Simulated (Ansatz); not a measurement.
`FBC[SiH3]` + `[SiH3][SiH3]` → `[SiH3][SiH2][SiH3]` + `CBF` at 400 K and 1 bar (formal exchange of groups at the Si–C bond).

Calculated with Ansatz (gas phase, PBE0-D4/def2-TZVP geometries, no zero-point term in ΔE). CCSD(T)/CBS adds triple-zeta CCSD(T) − MP2 to the extrapolated MP2 energy (def2 sets, frozen cores). This one scheme is used for every species. One conformer a species, not always the lowest.

```json
{"species": "`FBC[SiH3]`", "CCSD(T)/CBS energy (Eh)": "-455.38583", "H − E (kJ/mol)": "206.0", "S (J/(mol·K))": "354.6"}
{"species": "`[SiH3][SiH3]`", "CCSD(T)/CBS energy (Eh)": "-581.74359", "H − E (kJ/mol)": "152.8", "S (J/(mol·K))": "300.2"}
{"species": "`[SiH3][SiH2][SiH3]`", "CCSD(T)/CBS energy (Eh)": "-872.02658", "H − E (kJ/mol)": "209.1", "S (J/(mol·K))": "385.6"}
{"species": "`CBF`", "CCSD(T)/CBS energy (Eh)": "-165.10297", "H − E (kJ/mol)": "154.9", "S (J/(mol·K))": "294.4"}
```

H − E and S are ideal-gas, rigid-rotor, harmonic terms from PBE0-D4/def2-TZVP, for one conformer and one mirror image of each species. 1 Eh = 2625.50 kJ/mol, R = 8.31446 J/(mol·K).

Task: By hand: ΔE, ΔH, ΔS and ΔG.

Result: ΔE = (-872.02658) + (-165.10297) − (-455.38583) − (-581.74359) = -0.00013 Eh = -0.3 kJ/mol. Δ(H − E) = 209.1 + 154.9 − 206.0 − 152.8 = 5.2, so ΔH = 4.9 kJ/mol. ΔS = 385.6 + 294.4 − 354.6 − 300.2 = 25.2 J/(mol·K). ΔG = 4.9 − 400 × (25.2)/1000 = -5.2 kJ/mol.

Task: By hand: the equilibrium constant, and the temperature at which ΔG would vanish if ΔH and ΔS stayed fixed.

Result: log₁₀ K = −ΔG/(RT ln 10) = 0.7. ΔG = 0 at ΔH/ΔS = 194 K, though so small a ΔH makes that figure unsure.

TΔS isn't small against ΔH here. The sign of ΔG lies within the doubt. A doubt of 5 kJ/mol in ΔE shifts log₁₀ K by 0.7 here. Other conformers and mirror images would add mixing entropy, several J/(mol·K) or more a flexible species. These are equilibria of isolated gas molecules and say nothing of rates. Largest T1 diagnostic: 0.013 (customary marks: 0.02 for closed shells, 0.045 for open ones).
